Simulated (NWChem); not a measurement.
System: MgF2; SMILES [F][Mg][F]

Computed with NWChem. Pople sets run with spherical d functions. The highest occupied level is degenerate, so the cation is one component of its state. Structure relaxed at the B3LYP/6-31G* (spherical d) level. Ions are spin-unrestricted doublets at the neutral geometry. Hybrids' shares of exact exchange are those that their runs print; pure functionals count as 0. The functionals differ in more than this share.

| row | share of exact exchange | ΔSCF ionisation energy minus −ε(HOMO) (eV) |
|---|---|---|
| PBE/6-31G* | 0.00 | 4.23 |
| B3LYP/6-31G* | 0.20 | 3.14 |
| PBE0/6-31G* | 0.25 | 2.85 |
| BHandHLYP/6-31G* | 0.50 | withheld |

Question: Fit a straight line of the last column on the one before it, predict the withheld value, and compare with the run.

Answer: 
1. Means of the 3 shown rows: x = 0.150, y = 3.407. Slope Σ(x − x̄)(y − ȳ)/Σ(x − x̄)² = -0.1925/0.03500 = -5.500; intercept 4.232.
2. The shown rows scatter about the line by 0.006 (root mean square); the largest residual is +0.01, at B3LYP/6-31G*.
3. At x = 0.50 (BHandHLYP/6-31G*; beyond the shown range) the line gives 1.48.
4. The run gives 1.38, -0.10 from the line. The line crosses zero at a share of 0.77, outside the shown range.
